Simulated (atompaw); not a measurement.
# An all-electron radial function and its pseudo partner (tungsten)

Columns: radius, all-electron u(r) and pseudo u(r) of the 5p shell (level -44.99 eV) of tungsten in the configuration [Kr] 4d10 4f14 5s2 5p6 5d4 6s1 6p1; LDA (PW92), scalar-relativistic, PAW (atompaw) scheme, atompaw 4.2.0.5.

```csv
r (bohr),all-electron,pseudo
0.115,0.2828,0.0101
0.231,-0.0086,0.0402
0.346,-0.5189,0.0881
0.462,-0.4026,0.1516
0.577,0.0217,0.2257
0.692,0.4527,0.3061
0.808,0.7725,0.3880
0.923,0.9579,0.4642
1.038,1.0342,0.5301
1.154,1.0324,0.5812
1.269,0.9803,0.6134
1.385,0.8993,0.6254
1.500,0.8059,0.6173
1.615,0.7095,0.5914
1.731,0.6155,0.5504
1.846,0.5291,0.4989
1.962,0.4505,0.4402
2.077,0.3815,0.3797
2.192,0.3214,0.3213
2.308,0.2691,0.2691
2.423,0.2249,0.2249
2.538,0.1874,0.1874
2.654,0.1555,0.1555
2.769,0.1289,0.1289
2.885,0.1065,0.1065
3.000,0.0880,0.0880
```

How many radial nodes do the two functions have?

The all-electron 5p function has n − l − 1 = 3 (the table is too coarse to show those close to the nucleus); the pseudo-wave has 0, since the states of the same l below it are removed with the core.

At about which radius was the pseudo-wave matched?

2.25 bohr, where the columns begin to agree (steps of 0.12 bohr).

Where does each function peak?

Outermost all-electron maximum near 1.04 bohr, pseudo maximum near 1.39 bohr (to the table’s step).

Is the pseudo-wave norm-conserving?

No, it belongs to a PAW set: the norm inside the radius is not constrained, and the difference is carried by the augmentation charge.
